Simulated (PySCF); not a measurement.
ZnCl, SMILES [Cl][Zn+], charge +1. Atoms are numbered in the order given.

```xyz
2

Zn     0.0000     0.0000    -0.7430
Cl     0.0000     0.0000     1.3112
```
Charge +1, spin multiplicity 1.

The structure is a stationary point at PBE0-D3(BJ)/def2-TZVP. The multiplicity is an assumed one; other spin states were not compared.

Computed with B3LYP/pcSseg-2 (PySCF).

GIAO shieldings, no solvent; atoms alike by connectivity are averaged. δ = σ(ref) − σ: ³⁵Cl against HCl (σ = 930.0 ppm), references at their B3LYP-D3(BJ)/def2-TZVP geometries, non-relativistic (without spin–orbit terms, shifts of atoms bonded to Cl or Br come out too high).

Estimate the chemical shifts. (Estimate from the structure and the level; the computed values follow.)


| nucleus | atoms | count | δ (ppm) |
|---|---|---|---|
| ³⁵Cl | Cl2 | 1 | 396.0 |
